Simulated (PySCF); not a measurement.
C7H15F.
Cartesian coordinates in Å at the PBE0-D3(BJ)/def2-SVP level; atoms count from 1:
```
atom  x, y, z in Å
C1     1.9855    0.1360   -1.5196
C2     1.4196   -0.0258   -0.1174
C3    -0.0149   -0.5841   -0.0137
C4    -0.4130   -0.6088    1.4656
C5    -0.0612   -2.0178   -0.5488
C6    -1.0191    0.2542   -0.8252
C7    -1.0937    1.7254   -0.4867
F8    -2.0414    2.3307   -1.2798
H9     1.4027    0.8492   -2.1235
H10    2.0085   -0.8179   -2.0675
H11    3.0183    0.5133   -1.4804
H12    1.4644    0.9449    0.4067
H13    2.0777   -0.6954    0.4635
H14   -0.3364    0.3851    1.9329
H15    0.2455   -1.2861    2.0320
H16   -1.4479   -0.9649    1.5928
H17   -1.0600   -2.4577   -0.4013
H18    0.6684   -2.6568   -0.0261
H19    0.1604   -2.0604   -1.6257
H20   -0.7922    0.1694   -1.9008
H21   -2.0277   -0.1736   -0.6945
H22   -0.1288    2.2316   -0.6613
H23   -1.3754    1.8873    0.5675
```

The calculation used PBE0-D3(BJ)/def2-SVP geometry optimisation, gas phase in PySCF.

Masses are those of the commonest isotopes; rigid-rotor values at the optimised geometry. The values belong to one conformer with, in the numbering `[CH3:1][CH2:2][C:3]([CH3:4])([CH3:5])[CH2:6][CH2:7][F:8]`, C1–C2–C3–C4 -178°, C2–C3–C6–C7 -57°, C3–C6–C7–F8 -179°.

Give the principal moments of inertia and the rotational constants in GHz.

Ia = 208.48, Ib = 391.71, Ic = 470.14 u·Å²; 505379 MHz·u·Å²/I gives 2424, 1290 and 1075 MHz, that is A = 2.4242, B = 1.2902, C = 1.0750 GHz.

What kind of rotor is it?

An asymmetric top: κ = (2 × 1290 − 2424 − 1075)/(2424 − 1075) = -0.68.

Is it planar, by Δ = Ic − Ia − Ib?

Not planar: Δ = Ic − Ia − Ib = -130.04 u·Å². For a rigid frame Δ = −2 Σ m c², so Σ m c² = 65.02 u·Å² lies off the ab plane: 23.44 from hydrogen and 41.59 from heavier atoms. The atom farthest from that plane is 1.95 Å away.

Give the other two planar moments, Paa and Pbb, and the rms extents of the mass along the axes.

Paa = Σ m a² = (Ib + Ic − Ia)/2 = 326.69 and Pbb = Σ m b² = (Ia + Ic − Ib)/2 = 143.45 u·Å². With the mass M = 118.12 u, the rms extents √(P/M) along a, b and c are 1.66, 1.10, 0.74 Å.

Where do the levels up to J = 3 lie, in K?

Above 0(0,0), as E/k:
J = 1: 1(0,1) 0.114, 1(1,1) 0.168, 1(1,0) 0.178
J = 2: 2(0,2) 0.339, 2(1,2) 0.385, 2(1,1) 0.416, 2(2,1) 0.579, 2(2,0) 0.580
J = 3: 3(0,3) 0.675, 3(1,3) 0.709, 3(1,2) 0.771, 3(2,2) 0.919, 3(2,1) 0.926, 3(3,1) 1.218, 3(3,0) 1.218

Which types of transition are allowed, and where do some lines up to J = 4 fall?

The dipole components are |μa| = 1.80 D, |μb| = 0.13 D, |μc| = 0.64 D. The squared components, which scale the intensities, stand as 1.00 : 0.01 : 0.13 (a : b : c). Some lines, for components of 0.1 D or more:

| type | branch | J(Ka,Kc) | MHz | lower level (cm⁻¹) |
| --- | --- | --- | --- | --- |
| a | Q | 4(2,2) ← 4(2,3) | 390 | 0.954 |
| c | Q | 3(1,3) ← 3(0,3) | 716 | 0.469 |
| b | Q | 2(1,1) ← 2(0,2) | 1592 | 0.236 |
| a | R | 1(0,1) ← 0(0,0) | 2365 | 0.000 |
| b | Q | 3(2,1) ← 3(1,2) | 3234 | 0.536 |
| b | R | 2(0,2) ← 1(1,1) | 3568 | 0.117 |
| b | Q | 3(3,0) ← 3(2,1) | 6090 | 0.644 |
| b | R | 4(0,4) ← 3(1,3) | 8491 | 0.493 |
| a | R | 4(3,2) ← 3(3,1) | 9510 | 0.847 |
| c | R | 4(1,3) ← 3(0,3) | 11833 | 0.469 |
| c | R | 4(2,2) ← 3(1,2) | 12927 | 0.536 |
| c | R | 3(3,0) ← 2(2,0) | 13294 | 0.403 |
| b | R | 3(3,0) ← 2(2,1) | 13322 | 0.402 |
| b | R | 4(2,2) ← 3(1,3) | 14216 | 0.493 |

No PBE0-D3(BJ)/def2-SVP frequencies stand behind this structure, so it isn't proved a minimum. These are rigid-rotor constants of the computed structure; measured ground-state constants (B0) also hold zero-point vibration. A rigid rotor knows nothing of internal rotation, which can split or shift real lines.
